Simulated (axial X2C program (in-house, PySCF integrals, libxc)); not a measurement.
**Which molecule has these constants?**

Calculated with an axial X2C code built on PySCF integrals, spin-free (one-electron X2C) or two-component (2c: spin–orbit coupling with atomic mean-field Coulomb and Gaunt terms, which also bring small scalar terms), in Dyall basis sets with cores contracted in-house; open shells are unrestricted.

A two-component PBE0 calculation in a Dyall 3-zeta basis gave Re = 3.130 Å, ωe = 265.7 cm⁻¹, Ω = 1.

Problem. Which molecule is it?
A. LiZr⁺
B. LiTi⁺
C. LiHf⁺

Solution. A. The others have LiHf⁺ 3.079 Å and 266.4 cm⁻¹ (Ω = 1); LiTi⁺ 3.042 Å and 259.7 cm⁻¹ (Ω = 1).

Each entry is the lowest single determinant of a limited PBE0 search at one distance. De goes to single-determinant-based atoms at the same level (for ions the charge split of lowest energy) and is withheld (n/a) where an atom does not fit its ground term or J level. Main or longest-lived isotopes. One determinant is a doubtful description, or other states lie close, for LiZr⁺, LiHf⁺, LiTi⁺; these need not be ground states, and all values refer to the states named. With several unpaired electrons the Ω given is that of one determinant, not necessarily of the lowest component. The functionals have no current term, which raises determinants with orbital currents.
